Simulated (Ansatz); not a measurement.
One change: `COB([SiH3])Cl` becomes `[SiH3]B(Cl)[SeH]`.

Ansatz, PBE0-D4/def2-TZVP geometries, multiplicity 1. Each molecule was computed in one conformer, which needn't be the lowest.

Scalar relativity is left out up to krypton.

```
                                          property  `COB([SiH3])Cl`
               LUMO energy (B3LYP/def2-TZVPP) / eV            -1.11
             LUMO energy (ωB97M-V/def2-TZVPP) / eV             1.05
                LUMO energy (PBE0/def2-TZVPP) / eV            -0.94
              HOMO–LUMO gap (PBE0/def2-TZVPP) / eV             7.17
size of the dipole moment (ωB97M-V/def2-TZVPP) / D             2.13
               HOMO energy (B3LYP/def2-TZVPP) / eV            -7.89
```

Task: What does the change do to each property? (An estimate is asked.)

Result: Computed: 
| property | `[SiH3]B(Cl)[SeH]` | shift |
| --- | --- | --- |
| LUMO energy (B3LYP/def2-TZVPP) / eV | -2.09 | -0.98 |
| LUMO energy (ωB97M-V/def2-TZVPP) / eV | 0.02 | -1.03 |
| LUMO energy (PBE0/def2-TZVPP) / eV | -1.96 | -1.02 |
| HOMO–LUMO gap (PBE0/def2-TZVPP) / eV | 5.94 | -1.23 |
| size of the dipole moment (ωB97M-V/def2-TZVPP) / D | 1.06 | -1.07 |
| HOMO energy (B3LYP/def2-TZVPP) / eV | -7.65 | 0.24 |

With PBE0 the HOMO rises by 0.22 eV and the LUMO falls by 1.02 eV, so the gap narrows by about 1.24 eV. PBE moves the HOMO by 0.10 eV and ωB97M-V by 0.25 eV. Dipoles are sizes alone; their direction can turn.

B3LYP here is the variant with VWN-RPA as its local correlation; programs differ in this.

Spin–orbit coupling is left out; it splits and shifts lone-pair levels of the heavy atoms by tenths of an eV.
